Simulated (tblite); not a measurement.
Run record: tight-binding relaxation, `[CH2][C@H]1CO[C@@H](C)OC1` [radical].

Computed with GFN2-xTB geometry optimisation, gas phase (tblite 0.8.0). Start geometry: from a force field or distance geometry. A driver script takes a list of jobs; this job's settings line and coordinates (Å) are shown.

Command:
```bash
OMP_NUM_THREADS=1 python probes_run.py task.json out
```

Input:
```
{"job": {"kind": "relax", "xc": "GFN2-xTB", "basis": "xTB"}, "charge": 0, "multiplicity": 2}
C      2.031500     1.205700     0.175500
C      1.528700    -0.130600    -0.305300
C      0.883300    -0.922900     0.846400
O     -0.396800    -0.361800     1.179300
C     -1.258800    -0.315300     0.062900
C     -2.584600     0.285500     0.500000
O     -0.722700     0.520700    -0.973500
C      0.533700     0.023100    -1.435000
H      2.871500     1.680600    -0.308900
H      1.395900     1.803000     0.841900
H      2.406700    -0.691300    -0.653900
H      1.496200    -0.914300     1.744000
H      0.729900    -1.967700     0.566400
H     -1.432100    -1.325500    -0.335700
H     -2.434000     1.306900     0.898100
H     -3.282500     0.361600    -0.323200
H     -3.030600    -0.308600     1.303300
H      0.355300    -0.952100    -1.932600
H      0.899600     0.712100    -2.198000
```

Output:
```
step      E/eV     max force
  0    -721.26726    1.843
  1    -721.36563    0.524
  2    -721.38225    0.294
  3    -721.39099    0.244
  4    -721.40134    0.358
  5    -721.40811    0.262
  6    -721.41121    0.087
  7    -721.41226    0.066
  8    -721.41301    0.094
  9    -721.41372    0.087
... (29 lines left out)
 39    -721.41723    0.020
 40    -721.41731    0.022
 41    -721.41738    0.020
 42    -721.41745    0.019
 43    -721.41752    0.016
 44    -721.41756    0.015
 45    -721.41759    0.014
 46    -721.41762    0.012
 47    -721.41764    0.010
 48    -721.41765    0.008
```

«max force» is the largest atomic force in eV/Å.

Q: From which step on does the largest force stay under 0.1 eV/Å, and how much energy is left to gain from there?

A: From step 6 (0.087 eV/Å), 6.4 meV above the end.

Summary of the converged run: energy lowered by 3.5 kcal/mol over 48 steps; largest atomic force 0.008 eV/Å at the end.

Q: Where do the atoms end?

A: 0.056 Å rms from the input after alignment:
```
atom  x, y, z in Å
C1     1.9743    1.2162    0.1891
C2     1.5615   -0.1093   -0.2881
C3     0.8667   -0.9220    0.8228
O4    -0.3821   -0.3653    1.1610
C5    -1.2478   -0.2989    0.0617
C6    -2.5569    0.3247    0.5135
O7    -0.7155    0.4857   -0.9748
C8     0.5119   -0.0096   -1.4395
H9     2.8096    1.7186   -0.2560
H10    1.3400    1.7517    0.8673
H11    2.4179   -0.6696   -0.6776
H12    1.4566   -0.9171    1.7405
H13    0.7307   -1.9623    0.4827
H14   -1.4114   -1.3321   -0.3258
H15   -2.3561    1.3251    0.8834
H16   -3.2405    0.3805   -0.3272
H17   -2.9885   -0.2752    1.3079
H18    0.3728   -1.0137   -1.8754
H19    0.8472    0.6819   -2.2138
```

The run took 0.23 s wall on Arm Neoverse V2, one thread, shared host with 96 logical CPUs at a one-minute load of 77.
Labels such as C1 count atoms from 1, the log's own numbers from 0.
